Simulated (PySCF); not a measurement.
Spectrum to structure. Method: TDDFT PBE0/def2-SVPD, vertical, gas phase, core orbitals frozen in the response (PySCF). Geometries: GFN2-xTB, one conformer each.

```json
{"state": "S1", "λ (nm)": "178.7", "f": "0.013"}
{"state": "S2", "λ (nm)": "169.8", "f": "0.012"}
{"state": "S3", "λ (nm)": "166.5", "f": "0.0021"}
{"state": "S4", "λ (nm)": "163.1", "f": "0.0049"}
{"state": "S5", "λ (nm)": "162.3", "f": "0.025"}
{"state": "S6", "λ (nm)": "159.1", "f": "0.014"}
{"state": "S7", "λ (nm)": "154.6", "f": "0.0089"}
{"state": "S8", "λ (nm)": "154.1", "f": "0.033"}
```

Triplets computed (Tamm–Dancoff): 6.79, 7.15, 7.29 eV.

Question: Which candidate is it? All have the formula C4H10OSi.
A. `[SiH2](O)[C@H](C)C=C`
B. `CCO[C@H]1C[SiH2]1`
C. `CO[C@@H]1C[C@@H]1[SiH3]`

Answer: C. Its S1, at 6.94 eV, is the highest among the candidates; the nearest of the others has S1 at 6.32 eV. S1 is HOMO→LUMO (94%). Löwdin shares by element: HOMO oxygen 40%, carbon 38% or more (atoms not listed hold the other 23%); LUMO carbon 31% or more, silicon 17% (atoms not listed hold the other 52%). At the same level the other candidates give, for their lowest levels:
- `CCO[C@H]1C[SiH2]1`: 220 nm (f 0.150); 211 nm (f 0.016); 202 nm (f 0.007); 197 nm (f 0.089); 185 nm (f 0.003); T1 4.40 eV; HOMO -6.34, LUMO 0.16 eV
- `C=C[C@@H](C)[SiH2]O`: 196 nm (f 0.238); 190 nm (f 0.024); 181 nm (f 0.009); 168 nm (f 0.026); 167 nm (f 0.051); T1 4.22 eV; HOMO -7.23, LUMO -0.19 eV

The values belong to the conformer `[CH3:1][O:2][C@@H:3]1[CH2:4][C@@H:5]1[SiH3:6]`: C1–O2–C3–C4 -79°.
